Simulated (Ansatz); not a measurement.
`[SiH3][SiH]1CC1` → `C=C[SiH2][SiH3]`  (isomerisation)

Program: Ansatz. Geometries: PBE0-D4/def2-TZVP. ΔE: electronic, gas phase. CCSD(T)/CBS adds triple-zeta CCSD(T) − MP2 to the extrapolated MP2 energy (def2 sets, frozen cores). DFT in def2-TZVPP. B3LYP here is the variant with VWN-RPA as its local correlation; programs differ in this. One conformer a species, not always the lowest.

Is it downhill or uphill in electronic energy at CCSD(T)/CBS, and by how much? (Best estimate.)

Computed: Downhill: ΔE = -25.4 kJ/mol.

What do these levels give: PBE-D4, ωB97M-V, B2PLYP, PBE, r2SCAN, PBE0, B3LYP, HF/def2-TZVPP, MP2/def2-TZVPP, CCSD/def2-TZVPP, CCSD(T)/def2-TZVPP, CCSD/CBS(def2)? (Estimate.)

The calculation gave: PBE-D4 -9.0, ωB97M-V -18.5, B2PLYP -28.2, PBE -9.0, r2SCAN -11.6, PBE0 -7.7, B3LYP -32.5, HF/def2-TZVPP -57.8, MP2/def2-TZVPP -14.2, CCSD/def2-TZVPP -28.8, CCSD(T)/def2-TZVPP -26.2, CCSD/CBS(def2) -28.0 kJ/mol.

Largest T1 diagnostic among the species: 0.013.

In def2-TZVPP, CCSD(T) changes the Hartree–Fock value by +31.6 kJ/mol (the triples alone add +2.6 kJ/mol) and MP2 by +43.6 kJ/mol.
